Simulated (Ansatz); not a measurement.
Start from `C[O][Al]([OH])[Cl]` and change one element to get `C[O][Al]([OH])[F]`.

Ansatz, PBE0-D4/def2-TZVP geometries, multiplicity 1. Each molecule was computed in one conformer, which needn't be the lowest.

| property | `C[O][Al]([OH])[Cl]` |
| --- | --- |
| zero-point energy (PBE0-D4/def2-TZVP) / kJ/mol | 151.7 |
| size of the dipole moment (B3LYP/def2-TZVPP) / D | 0.40 |
| HOMO energy (PBE/def2-TZVPP) / eV | -6.83 |
| size of the dipole moment (ωB97M-V/def2-TZVPP) / D | 0.41 |
| HOMO–LUMO gap (PBE/def2-TZVPP) / eV | 5.35 |
| HOMO energy (B3LYP/def2-TZVPP) / eV | -8.14 |

(1) Give the same properties after the change, and the shifts. (Best estimate.)

Results:

(1) Computed: 
```json
{"property": "zero-point energy (PBE0-D4/def2-TZVP) / kJ/mol", "`C[O][Al]([OH])[F]`": "154.1", "shift": "2.4"}
{"property": "size of the dipole moment (B3LYP/def2-TZVPP) / D", "`C[O][Al]([OH])[F]`": "1.57", "shift": "1.17"}
{"property": "HOMO energy (PBE/def2-TZVPP) / eV", "`C[O][Al]([OH])[F]`": "-6.78", "shift": "0.05"}
{"property": "size of the dipole moment (ωB97M-V/def2-TZVPP) / D", "`C[O][Al]([OH])[F]`": "1.55", "shift": "1.14"}
{"property": "HOMO–LUMO gap (PBE/def2-TZVPP) / eV", "`C[O][Al]([OH])[F]`": "5.26", "shift": "-0.09"}
{"property": "HOMO energy (B3LYP/def2-TZVPP) / eV", "`C[O][Al]([OH])[F]`": "-8.11", "shift": "0.03"}
```

Dipoles are sizes alone; their direction can turn.

B3LYP here is the variant with VWN-RPA as its local correlation; programs differ in this.
